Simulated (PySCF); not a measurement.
Two species compared at the same levels of theory.

First species: C8H13FO.
InChI=1S/C8H13FO/c1-10-8(9)5-7(6-8)3-2-4-7/h2-6H2,1H3

Second species: C₄H₆GeOSi.
SMILES: `C#CC#[C][GeH2][O][SiH3]`

Levels: B3LYP/def2-SVPD for dipole moment, HOMO energy, LUMO energy, HOMO–LUMO gap, static isotropic polarisability and electronic spatial extent ⟨r²⟩ about the centre of nuclear charge; TDDFT B3LYP/def2-SVPD for lowest singlet excitation; PBE0-D3(BJ)/def2-SVP for rotational constant A and rotational constant C. Geometries: PBE0-D3(BJ)/def2-SVP. All species are isolated and taken at one optimised geometry, non-relativistic unless stated; the electronic structure was computed with PySCF and density fitting.

Dipoles, sizes and rotational constants follow the conformer. The torsions of the flexible species, by atom-mapped SMILES:
- `[CH3:1][O:2][C:3]1([F:4])[CH2:5][C:6]2([CH2:7][CH2:8][CH2:9]2)[CH2:10]1`: C1–O2–C3–F4 -64°
- `[CH:1]#[C:2][C:3]#[C:4][GeH2:5][O:6][SiH3:7]`: C4–Ge5–O6–Si7 39°

Values for the first species:

```
Dipole moment                                                     : 1.68 D
HOMO energy                                                       : -7.68 eV
LUMO energy                                                       : 0.41 eV
HOMO–LUMO gap                                                     : 8.09 eV
Lowest singlet excitation                                         : 7.25 eV
Static isotropic polarisability                                   : 96.6 au
Electronic spatial extent ⟨r²⟩ about the centre of nuclear charge : 1634 bohr²
Rotational constant A                                             : 3.357 GHz
Rotational constant C                                             : 0.759 GHz
```

Estimate the same properties for the second species, and the change in each.

```
                                                         property       first      second  second less first
                                                    dipole moment      1.68 D      1.35 D            -0.33 D
                                                      HOMO energy    -7.68 eV    -7.47 eV           +0.21 eV
                                                      LUMO energy     0.41 eV    -1.77 eV           -2.18 eV
                                                    HOMO–LUMO gap     8.09 eV     5.70 eV           -2.39 eV
                                        lowest singlet excitation     7.25 eV     4.33 eV           -2.92 eV
                                  static isotropic polarisability     96.6 au    113.9 au           +17.3 au
electronic spatial extent ⟨r²⟩ about the centre of nuclear charge  1634 bohr²  1933 bohr²         +299 bohr²
                                            rotational constant A   3.357 GHz   2.140 GHz         -1.217 GHz
                                            rotational constant C   0.759 GHz   0.538 GHz         -0.221 GHz
```

On the first: The 10 singlets span 7.25 to 8.25 eV, and their oscillator strengths add up to 0.18. The polarisability is 14.31 Å³ as a volume (1 au = 0.148185 Å³), or 1.24 au for each of the 78 electrons.

On the second: No computed singlet falls in the visible range (750 to 380 nm, 1.65 to 3.26 eV); S1 lies 1.07 eV above its blue end. The principal polarisabilities are 78.4, 91.3 and 172.0 au; their mean is the isotropic value. Relativistic effects, spin–orbit coupling among them, are left out although an element past zinc is present.
